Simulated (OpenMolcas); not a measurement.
**Cu IV: input and output**

Input:

```
&GATEWAY
Coord
1

Cu 0.0 0.0 0.0
Basis=ANO-R3
Group=XYZ
NoMove
AngMom=0.0 0.0 0.0
AMFI
&SEWARD
* reference wave functions (RASSCF and RASSI steps not shown): 8 electrons in 5 orbitals (3d)
>>> COPY JOB001 $Project.JobIph
&CASPT2
Multistate=10 1 2 3 4 5 6 7 8 9 10
Frozen=1 0
IPEA=0.35
Imaginary=0.15
MaxIter=60
WThr=0.0 0.3 0.05
PrWF=0.5
NoMix
>>> COPY JOB002 $Project.JobIph
&CASPT2
Multistate=15 1 2 3 4 5 6 7 8 9 10 11 12 13 14 15
Frozen=1 0
IPEA=0.35
Imaginary=0.15
MaxIter=60
WThr=0.0 0.3 0.05
PrWF=0.5
NoMix
```

Launched by
```bash
OMP_NUM_THREADS=1 MOLCAS_MEM=2252 MOLCAS_PROJECT=a pymolcas a.inp > a.log  # once for each step of the input, in one work folder
```

Output, cut to the results:

```
--- CASPT2 ---
Orbital specifications:
      -----------------------

      Symmetry species                           1   2
                                                ag  au
      Frozen orbitals                            1   0
      Inactive orbitals                          2   6
      Active orbitals                            5   0
      Secondary orbitals                        42  41
      Deleted orbitals                           0   0
      Number of basis functions                 50  47
Type of calculation                        MS-CASPT2
      Fock operator                              state-specific
      IPEA shift                                 0.35
      Real shift                                 0.00
      Imaginary shift                            0.15
      The input orbitals will be transformed to quasi-canonical
Reference energy:       -1651.0568982978
      E2 (Non-variational):      -0.8544415202
      Shift correction:          -0.0001428016
      E2 (Variational):          -0.8545843218
      Total energy:           -1651.9114826196
      Residual norm:              0.0000000619
      Reference weight:           0.94583
      Contributions to the CASPT2 correlation energy
      Active & Virtual Only:         -0.2780832764
      One Inactive Excited:          -0.3746286186
      Two Inactive Excited:          -0.2017296252
Reference energy:       -1651.0568982978
      E2 (Non-variational):      -0.8550783868
      Shift correction:          -0.0001437600
      E2 (Variational):          -0.8552221468
      Total energy:           -1651.9121204446
      Residual norm:              0.0000000579
      Reference weight:           0.94568
      Contributions to the CASPT2 correlation energy
      Active & Virtual Only:         -0.2784672032
      One Inactive Excited:          -0.3748418493
      Two Inactive Excited:          -0.2017693343
::    CASPT2 Root  1     Total energy:  -1651.91148262
::    CASPT2 Root  2     Total energy:  -1651.91212044
::    CASPT2 Root  3     Total energy:  -1651.91205464
::    CASPT2 Root  4     Total energy:  -1651.91103702
::    CASPT2 Root  5     Total energy:  -1651.91128730
::    CASPT2 Root  6     Total energy:  -1651.90879405
::    CASPT2 Root  7     Total energy:  -1651.90907042
::    CASPT2 Root  8     Total energy:  -1651.82686628
::    CASPT2 Root  9     Total energy:  -1651.82686629
::    CASPT2 Root 10     Total energy:  -1651.82686628
::    MS-CASPT2 Root  1     Total energy:  -1651.91244019
::    MS-CASPT2 Root  2     Total energy:  -1651.91221336
::    MS-CASPT2 Root  3     Total energy:  -1651.91136755
::    MS-CASPT2 Root  4     Total energy:  -1651.91122138
::    MS-CASPT2 Root  5     Total energy:  -1651.91081970
::    MS-CASPT2 Root  6     Total energy:  -1651.90908955
::    MS-CASPT2 Root  7     Total energy:  -1651.90873337
::    MS-CASPT2 Root  8     Total energy:  -1651.82686214
::    MS-CASPT2 Root  9     Total energy:  -1651.82685189
::    MS-CASPT2 Root 10     Total energy:  -1651.82684621
--- CASPT2 ---
Orbital specifications:
      -----------------------

      Symmetry species                           1   2
                                                ag  au
      Frozen orbitals                            1   0
      Inactive orbitals                          2   6
      Active orbitals                            5   0
      Secondary orbitals                        42  41
      Deleted orbitals                           0   0
      Number of basis functions                 50  47
Type of calculation                        MS-CASPT2
      Fock operator                              state-specific
      IPEA shift                                 0.35
      Real shift                                 0.00
      Imaginary shift                            0.15
      The input orbitals will be transformed to quasi-canonical
Reference energy:       -1650.9722794929
      E2 (Non-variational):      -0.8718878231
      Shift correction:          -0.0001506778
      E2 (Variational):          -0.8720385009
      Total energy:           -1651.8443179938
      Residual norm:              0.0000000515
      Reference weight:           0.94348
      Contributions to the CASPT2 correlation energy
      Active & Virtual Only:         -0.2866962210
      One Inactive Excited:          -0.3747135801
      Two Inactive Excited:          -0.2104780220
Reference energy:       -1650.9722794929
      E2 (Non-variational):      -0.8719079522
      Shift correction:          -0.0001506859
      E2 (Variational):          -0.8720586381
      Total energy:           -1651.8443381310
      Residual norm:              0.0000000504
      Reference weight:           0.94347
      Contributions to the CASPT2 correlation energy
      Active & Virtual Only:         -0.2866744843
      One Inactive Excited:          -0.3747553011
      Two Inactive Excited:          -0.2104781668
::    CASPT2 Root  1     Total energy:  -1651.84431799
::    CASPT2 Root  2     Total energy:  -1651.84433813
::    CASPT2 Root  3     Total energy:  -1651.84426555
::    CASPT2 Root  4     Total energy:  -1651.84432788
::    CASPT2 Root  5     Total energy:  -1651.84432887
::    CASPT2 Root  6     Total energy:  -1651.79287244
::    CASPT2 Root  7     Total energy:  -1651.79354781
::    CASPT2 Root  8     Total energy:  -1651.79588010
::    CASPT2 Root  9     Total energy:  -1651.79548813
::    CASPT2 Root 10     Total energy:  -1651.79593800
::    CASPT2 Root 11     Total energy:  -1651.79287710
::    CASPT2 Root 12     Total energy:  -1651.79379167
::    CASPT2 Root 13     Total energy:  -1651.79385871
::    CASPT2 Root 14     Total energy:  -1651.79473472
::    CASPT2 Root 15     Total energy:  -1651.63843896
::    MS-CASPT2 Root  1     Total energy:  -1651.84436645
::    MS-CASPT2 Root  2     Total energy:  -1651.84434905
::    MS-CASPT2 Root  3     Total energy:  -1651.84433014
::    MS-CASPT2 Root  4     Total energy:  -1651.84431373
...
```

Levels above the lowest, from the spin-orbit matrix with the single-state CASPT2 energies, averaged by term, on its diagonal:

| Configuration | Term | J | E (cm⁻¹) | Measured (cm⁻¹) | g | Term weight % | Second |
| --- | --- | --- | --- | --- | --- | --- | --- |
| 3d⁸ | ³F | 4 | 0.0 | 0.0 | 1.250 | 100 |  |
| 3d⁸ | ³F | 3 | 1845 | 1861 | 1.084 | 100 |  |
| 3d⁸ | ³F | 2 | 3050 | 3078 | 0.670 | 99 |  |
| 3d⁸ | ¹D | 2 | 15680 | 16248 | 1.052 | 88 | 11 ³P |
| 3d⁸ | ³P | 2 | 19830 | 19697 | 1.445 | 89 | 11 ¹D |
| 3d⁸ | ³P | 1 | 20270 | 20097 | 1.501 | 100 |  |
| 3d⁸ | ³P | 0 | 20610 | 20423 |  | 100 |  |
| 3d⁸ | ¹G | 4 | 26990 | 26913 | 1.000 | 100 |  |
| 3d⁸ | ¹S | 0 | 61300 | 61456 |  | 100 |  |

Against the 8 measured excited levels shown (Sugar and Musgrove, J. Phys. Chem. Ref. Data 19, 527 (1990)) the mean absolute deviation is 170 cm-1; the largest miss in energy is 3d⁸ ¹D₂: computed 15680, measured 16248 cm⁻¹ (-3.5 %).

CASPT2 breaks the degeneracy within a term, and the mean is taken; among the terms shown or strongly mixed into the levels shown the widest spread is 730 cm-1 (3d⁸ ³F). Terms from blocks run as CI alone lack orbitals of their own. Measured partners are found by configuration, term and J. A level has none where our copy of the source lacks it or the pairing is in doubt (some pairs that miss far off the trend of their configuration count as doubtful), and it then counts in no deviation. Levels of configurations outside the active space are missing.

The CASPT2 steps took 12 s on 1 thread of Arm Neoverse V2, with other jobs on the host; the integral step is not counted.

The term weight is that of the spin-free term in the level, not the purity of its configuration.
